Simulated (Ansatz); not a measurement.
Reactions of C3H4AlF, SMILES `FC[C]1=[CH][AlH]1`.

Program: Ansatz. Geometries: PBE0-D4/def2-TZVP. ΔE: electronic, gas phase. CCSD(T)/CBS is the MP2 limit (def2-TZVPP, def2-QZVPP) plus CCSD(T) − MP2 in def2-TZVPP, frozen cores. This one scheme is used for every species, atoms too. DFT in def2-TZVPP. Open shells (•) are unrestricted, without spin–orbit coupling. Spin–orbit coupling would lower the free atoms: a little for Al, C, F. Each species was taken in one conformer, which may not be the lowest.

```json
{"reaction": "`FC[C]1=[CH][AlH]1` → `F[C]1=C[CH2][AlH]1`", "CCSD(T)/CBS(def2) (kcal/mol)": "?"}
{"reaction": "`FC[C]1=[CH][AlH]1` + H–F → `F[C]1=[CH][AlH]1` + fluoromethane", "CCSD(T)/CBS(def2) (kcal/mol)": "12.0"}
{"reaction": "`FC[C]1=[CH][AlH]1` → `C#[C][Al]([CH3])[F]`", "CCSD(T)/CBS(def2) (kcal/mol)": "-84.8"}
{"reaction": "`FC[C]1=[CH][AlH]1` → `C=[C]1[AlH][CH]1F`", "CCSD(T)/CBS(def2) (kcal/mol)": "15.9"}
{"reaction": "`FC[C]1=[CH][AlH]1` + HCl → `Cl[C]1=[CH][AlH]1` + fluoromethane", "CCSD(T)/CBS(def2) (kcal/mol)": "5.0"}
{"reaction": "`FC[C]1=[CH][AlH]1` → `F[C]1=[CH][AlH]1` + `[CH2]` (triplet)", "CCSD(T)/CBS(def2) (kcal/mol)": "?"}
{"reaction": "`FC[C]1=[CH][AlH]1` → `[CH3][Al]1[CH]=[C]1F`", "CCSD(T)/CBS(def2) (kcal/mol)": "-13.4"}
{"reaction": "`FC[C]1=[CH][AlH]1` + H₂ → `C[C]1=[CH][AlH]1` + H–F", "CCSD(T)/CBS(def2) (kcal/mol)": "-25.7"}
{"reaction": "`FC[C]1=[CH][AlH]1` → Al• + 3 C• + F• + 4 H•", "CCSD(T)/CBS(def2) (kcal/mol)": "?"}
```

Q: Fill in the missing values. (Estimate.)

A: Computed: `FC[C]1=[CH][AlH]1` → `F[C]1=C[CH2][AlH]1`: -17.9 kcal/mol; `FC[C]1=[CH][AlH]1` → `F[C]1=[CH][AlH]1` + `[CH2]` (triplet): +102.3 kcal/mol; `FC[C]1=[CH][AlH]1` → Al• + 3 C• + F• + 4 H•: +814.4 kcal/mol.

Largest T1 diagnostic: 0.018, for Al•.
